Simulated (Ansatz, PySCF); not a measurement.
C6H6N, SMILES Nc1[c]cccc1, multiplicity 2. Atoms are numbered in the order given.

```xyz
13

N      2.3233    -0.1019    -0.4391
C      0.9678    -0.0613    -0.1667
C      0.1574    -1.1956    -0.1684
C     -1.2002    -1.2292     0.0410
C     -1.8523    -0.0043     0.2822
C     -1.0947     1.1716     0.2993
C      0.2852     1.1538     0.0812
H      2.7708    -1.0011    -0.3053
H      2.8697     0.6753    -0.0865
H     -1.7611    -2.1697     0.0243
H     -2.9321     0.0215     0.4540
H     -1.5869     2.1303     0.4880
H      0.8570     2.0892     0.0965
```
Charge 0, spin multiplicity 2.

The structure is a stationary point at r2SCAN-D4/def2-SVP. The isomer is the one that the SMILES or the coordinates give; other isomers of the formula were not compared. Other conformers were not sampled.

Two levels are set side by side: PBE-D3(BJ)/def2-SVP (Ansatz, a program for electronic structure) and r2SCAN-D4/def2-SVP (Ansatz). Each level has its own optimised geometry; the coordinates shown are those of the second. Frequencies come from the Hessian of PySCF at each geometry. Differences are taken from unrounded values.

```
quantity                            r2SCAN-D4
----------------------------------  ---------
mean bond length (Å)                    1.244
bond N1–C2 (Å)                          1.383
bond C2–C3 (Å)                          1.394
bond C2–C7 (Å)                          1.416
bond C3–C4 (Å)                          1.374
bond C4–C5 (Å)                          1.408
bond C5–C6 (Å)                          1.399
bond C6–C7 (Å)                          1.397
bond N1–H8 (Å)                          1.013
bond N1–H9 (Å)                          1.013
bond C4–H10 (Å)                         1.095
bond C5–H11 (Å)                         1.094
bond C6–H12 (Å)                         1.094
bond C7–H13 (Å)                         1.096
highest harmonic wavenumber (cm⁻¹)       3694
mean harmonic wavenumber (cm⁻¹)          1384
zero-point energy (kcal/mol)            65.29
```

Question: What does PBE-D3(BJ) give, and how far is it from r2SCAN-D4? (The exact figures need the calculation; the answer reports its results.)

Answer: 
```
quantity                            PBE-D3(BJ)  PBE-D3(BJ) minus r2SCAN-D4
----------------------------------  ----------  --------------------------
mean bond length (Å)                     1.250                       0.006
bond N1–C2 (Å)                           1.387                       0.004
bond C2–C3 (Å)                           1.399                       0.005
bond C2–C7 (Å)                           1.423                       0.007
bond C3–C4 (Å)                           1.378                       0.004
bond C4–C5 (Å)                           1.415                       0.007
bond C5–C6 (Å)                           1.404                       0.005
bond C6–C7 (Å)                           1.402                       0.005
bond N1–H8 (Å)                           1.020                       0.007
bond N1–H9 (Å)                           1.020                       0.007
bond C4–H10 (Å)                          1.102                       0.007
bond C5–H11 (Å)                          1.100                       0.007
bond C6–H12 (Å)                          1.101                       0.007
bond C7–H13 (Å)                          1.103                       0.007
highest harmonic wavenumber (cm⁻¹)        3609                         -86
mean harmonic wavenumber (cm⁻¹)           1349                         -35
zero-point energy (kcal/mol)             63.63                       -1.66
```
